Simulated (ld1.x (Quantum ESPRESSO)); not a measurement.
# Ranking TM potentials for bismuth

All share these settings but for the change named:

Bi, norm-conserving Troullier–Martins (Kleinman–Bylander form), made with ld1.x (Quantum ESPRESSO) 7.5 (PBE, non-relativistic). Core [Xe] 4f14, reference 5d10 6s2 6p1.5 (charge +1.5). Waves: 6s (bound): rc 2.00 bohr; 5d (bound): rc 1.15 bohr; 6p (bound): rc 2.35 bohr. Local part: the p channel. Core correction: Bessel-smoothed model core inside 0.95 bohr.

Cutoff: the first of the cutoffs (Ry, on a coarse ladder) from which the occupation-weighted sum of valence levels, in a spherical-Bessel basis at the reference potential, stays within 10 and 1 mRy of its value at 400 Ry; the density cutoff is not measured.

The base gives 100 Ry.

Of 7 variants that were run, those that failed, showed a ghost or another fault, or gave nearly equal values are left out.

A variant can come out equal or close to the base.

Problem. Rank these variants from softest to hardest (loose cutoff).
A. all radii but the core radius scaled by about 0.93 (s 1.86, p 2.20, d 1.08 bohr)
B. all radii but the core radius scaled by about 1.37 (s 2.74, p 3.22, d 1.58 bohr)
C. all radii but the core radius scaled by about 0.79 (s 1.58, p 1.84, d 0.90 bohr)

Solution. B (60 Ry), A (90 Ry), C (260 Ry).
